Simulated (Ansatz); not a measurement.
`[CH3][In]([Cl])[Cl]` + HI → `[CH3][In]([Cl])[I]` + HCl  (ligand exchange at the In–Cl bond)

Computed with Ansatz on PBE0-D4/def2-TZVP structures; ΔE is electronic, products minus reactants. CCSD(T)/CBS adds triple-zeta CCSD(T) − MP2 to the extrapolated MP2 energy (def2 sets, frozen cores). This one scheme is used for every species. Functionals use def2-TZVPP. Elements past krypton have def2 core potentials. For I, In outer-core shells are correlated without core-valence functions, which leaves a few kJ/mol of doubt a bond.

`[CH3][In]([Cl])[Cl]`:

```xyz
7

C     0.604   -0.932   -0.225
In   -0.535    0.814    0.191
Cl    0.178    2.979   -0.253
Cl   -2.648    0.804    1.154
H    -0.059   -1.794   -0.267
H     1.125   -0.802   -1.172
H     1.335   -1.069    0.572
```

HI:

Cartesian coordinates in Å:
```
I -0.569 0.339 -0.457
H 0.569 -0.339 0.457
```

`[CH3][In]([Cl])[I]`:

Cartesian coordinates in Å:
```
C -0.122 -0.721 0.897
In 0.146 0.613 -0.743
Cl 2.201 1.636 -1.149
I -1.704 1.304 -2.511
H -0.910 -0.333 1.542
H -0.422 -1.696 0.513
H 0.812 -0.803 1.450
```

HCl:

Z-matrix (Å, degrees):
```
Cl
H 1 1.279
```

| level | ΔE (kcal/mol) | difference from CCSD(T)/CBS |
| --- | --- | --- |
| BLYP-D4 | -5.8 | 2.2 |
| BHLYP-D4 | -7.1 | 0.9 |
| CAM-B3LYP-D4 | -5.6 | 2.4 |
| ωB97M-V | -6.1 | 1.9 |
| B2PLYP | -6.4 | 1.6 |
| PBE-QIDH | -7.5 | 0.5 |
| PBE | -6.4 | 1.6 |
| PBE0 | -6.8 | 1.2 |
| RPA@PBE/def2-TZVPP | -5.7 | 2.3 |
| MP2/def2-SVP | -7.4 | 0.6 |
| CCSD(T)/CBS | -8.0 | 0 |

Largest T1 diagnostic among the species: 0.012.

From BLYP to BHLYP (50 % exact exchange), in def2-TZVPP and without D4, ΔE moves by −0.8 kcal/mol. Leaving LDA and LC-ωPBE aside and taking each functional with its dispersion term where it has one, the values, not all of them listed here, spread over 3.1 kcal/mol, from PBE-QIDH to B97M-V.
